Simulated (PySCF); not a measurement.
# CH5AlO3

CH5AlO3 is a small molecule, neutral, singlet. The structure, one conformer, was relaxed in the gas phase by PBE0-D3(BJ)/def2-SVP. No frequency run checks that it is a minimum.

SMILES: C[O][Al]([OH])[OH]

Coordinates in Å:
```
O1     -1.305    1.801    1.239
Al2    -0.824    0.443    0.346
O3     -1.976   -0.667   -0.210
O4      0.809    0.186    0.004
C5      1.560   -0.776   -0.660
H6     -0.694    2.462    1.567
H7     -2.916   -0.591   -0.043
H8      0.949   -1.615   -1.040
H9      2.090   -0.332   -1.522
H10     2.328   -1.201    0.011
```

Shieldings: GIAO PBE0/pcSseg-2. Shifts are against computed references at the same level: C TMS (σ 184.1 ppm), H TMS (σ 31.24 ppm). Core levels by delta-SCF with SCAN, pcX-2 on the ionised atom and pcseg-1 elsewhere, spin-free X2C (2p3/2 is the spin-free 2p value less a third of a first-order spin-orbit splitting); from the vacuum level, for chosen atoms.

**Question.** Give the NMR and core-level values of the distinct atoms.

**Answer.** 
```tsv
atoms	bonded to	σ (ppm)	δ (ppm)	core level (eV)
O1	1 Al + 1 H	322.6	-	1s 538.21
Al2	3 O	471.7	-	2p3/2 80.84
O3	1 Al + 1 H	326.4	-	1s 538.21
O4	1 Al + 1 C	333.5	-	1s 537.71
C5	1 O + 3 H	129.1	55.0	1s 292.29
H6	1 O	30.39	0.86	-
H7	1 O	30.33	0.91	-
H8 H9 H10	1 C	27.46	3.79	-
```

Values are those of this one static structure, with the three H of a rotating XH3 group averaged; atoms that internal rotation interchanges would show their mean in an NMR spectrum.

**Question.** Which of O1, O3, O4 holds its core electrons tightest, and by how much against the loosest?

**Answer.** O3 (bonded to 1 Al + 1 H), by 0.50 eV over O4 (bonded to 1 Al + 1 C).

**Question.** By CAM-B3LYP/def2-SVPD (TDDFT singlets, Tamm-Dancoff triplets, ionisation by delta-SCF), where does absorption start, and what does vertical ionisation take?

**Answer.** The first singlet with intensity lies at 6.74 eV (f 0.008); what lies below it is dark. The lowest singlet lies at 6.43 eV (f 0.000), the strongest of the first 6 at 7.83 eV (f 0.121), the lowest triplet at 6.20 eV; vertical ionisation takes 10.69 eV.

The 3 runs behind this took 120 s in all, one thread each of Intel Xeon Platinum 8488C on a shared host, launched as `OMP_NUM_THREADS=1 python cluster_run.py task.json out`.
